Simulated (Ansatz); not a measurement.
arsine (SMILES [AsH3]) moved off its minimum; all values from Ansatz (a first-principles code), cores frozen in correlated methods.
(charge 0, multiplicity 1)
```xyz
4

As     0.23293     0.09612     0.09370
H     -0.68217    -0.85102    -0.96310
H     -0.43107     1.27982    -0.76232
H      1.18823    -0.04860    -0.82805
```

**Question.** Give the forces (eV/Å), the total energy and the dipole at CCSD(T)/aug-cc-pVTZ.

**Answer.** 
```csv
atom,Fx,Fy,Fz
As1,-5.649,0.188,1.205
H2,0.858,0.741,1.509
H3,0.614,-0.540,0.809
H4,4.177,-0.389,-3.522
```
Energy -2236.1387 hartree, dipole 0.46 D.
